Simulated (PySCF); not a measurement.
C5H12Be, SMILES C[CH2][Be][CH](C)C, singlet, GFN2-xTB optimised geometry.

```
18

Be    -0.24    -0.72     0.00
C     -1.93    -0.35     0.00
C     -2.06     1.19    -0.08
H     -2.50    -0.66     0.88
H     -2.52    -0.75    -0.83
H     -1.61     1.58    -0.98
H     -1.58     1.67     0.77
H     -3.11     1.49    -0.08
C      1.50    -0.72     0.00
C      1.97     0.16     1.17
C      2.03    -0.11    -1.31
H      2.04    -1.67     0.12
H      3.05     0.29     1.14
H      1.52     1.16     1.12
H      1.70    -0.27     2.13
H      1.80    -0.75    -2.16
H      3.11     0.02    -1.26
H      1.59     0.87    -1.50
```

Density from PySCF with PBE0/def2-SVP at that geometry.

Minimum of the electron density along straight lines between bonded atoms, close to the bond critical point (lines longer than 1.1 times the sum of covalent radii, or with two minima, are not listed):

```csv
bond,length / Å,ρ at the minimum / e bohr⁻³,∇²ρ there / e bohr⁻⁵,position (fraction from the first atom)
Be1–C2,1.732,0.094,0.24,0.33
C2–C3,1.543,0.229,-0.49,0.49
C2–H4,1.095,0.266,-0.91,0.62
C2–H5,1.094,0.266,-0.91,0.62
C3–H6,1.088,0.276,-1.00,0.62
C3–H7,1.088,0.276,-1.00,0.62
C3–H8,1.091,0.274,-0.99,0.62
Be1–C9,1.739,0.094,0.24,0.33
C9–C10,1.541,0.232,-0.50,0.49
C9–C11,1.541,0.233,-0.50,0.49
C9–H12,1.097,0.268,-0.92,0.62
C10–H13,1.092,0.273,-0.98,0.62
C10–H14,1.089,0.275,-0.99,0.62
C10–H15,1.088,0.276,-1.00,0.62
C11–H16,1.088,0.276,-1.00,0.62
C11–H17,1.092,0.273,-0.98,0.62
C11–H18,1.089,0.275,-0.99,0.62
```
